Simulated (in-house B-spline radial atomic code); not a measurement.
## RPA and G0W0 on BHandHLYP: Pd

Configuration [Kr] 4d10, mean-field start BHandHLYP. Computed with a B-spline radial code for spherical atoms: all electrons, scalar-relativistic (spin-free one-electron X2C), finite nucleus, each spin shell either full or empty, empty states to l = 9 with an (l + 1/2)⁻⁴ tail; G0W0 by contour deformation at full frequency.

Command:
```bash
python run_gw.py task.json out
```
Settings (radii: box in bohr, nucleus in fm):
```
Z                        46
electrons                46
configuration            [Kr] 4d10
hamiltonian              x2c
method                   bhandhlyp
lmax                     9
rms_radius               4.5318
spin_polarised           False
box_radius               40
intervals                72
```

Time taken, with all properties: 3.3 s on 1 thread of Arm Neoverse V1, with other jobs on the host.

Energies (hartree):

```csv
term,value
mean-field total,-5045.31693
Hartree-Fock functional on these orbitals,-5042.79324
direct second order,-3.9477
second-order exchange,1.0947
SOSEX correction,1.012
```

(1) What is the RPA correlation energy, and what remains with SOSEX?

Quasi-particle levels (eV):

```
level  occupied  mean field  Σx - vxc     Σc  QP weight    G0W0
   4d       yes      -6.805     -2.52      ?          ?       ?
   5s        no      -1.405      2.13  -1.25      0.955  -0.524
```

G0W0 = mean field + (Σx - vxc) + Σc, with Σc (partial-wave tail included) taken at the quasi-particle energy. Only the outer levels were computed. Levels of low weight are left out.

(2) Where does G0W0 put 4d?

Results:

(1) RPA gives -3.4314 hartree (-2.03 eV per electron); RPA + SOSEX gives -2.4194, and the second-order doubles -2.853 hartree (no singles). RPA lacks exchange-type terms and so overcorrelates at short range.

(2) At -8.615 eV, with Σc = 0.71 eV and a quasi-particle weight of 0.853. The tabulated removal energy is 8.337 eV (NIST, measured); the calculation leaves out spin-orbit coupling, Breit and QED terms, and what these don't explain is the method's own error.
